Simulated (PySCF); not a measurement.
Si(H)(OH)(SeH)2 (H4OSe2Si), SMILES [SeH][SiH]([SeH])O.

Geometry: r2SCAN-D4/def2-SVP. This is a generated structure with no PubChem entry under its InChIKey; it may be hypothetical. Other conformers were not sampled.

All values below come from ωB97X/def2-TZVP (PySCF).

```json
{
 "total_energy": "-5170.42519 hartree",
 "highest_occupied_level": "-9.56 eV",
 "lowest_empty_level": "1.54 eV",
 "orbital_gap": "11.10 eV",
 "dipole_moment": "0.74 D",
 "quadrupole, principal values (traceless, Buckingham form, about the centre of nuclear charge)": "-6.53, 1.56, 4.97 D·Å",
 "mean_static_polarisability": "80.4 bohr³ (11.92 Å³)",
 "polarisability_principal_values": "64.7, 77.6, 99.0 bohr³"
}
```
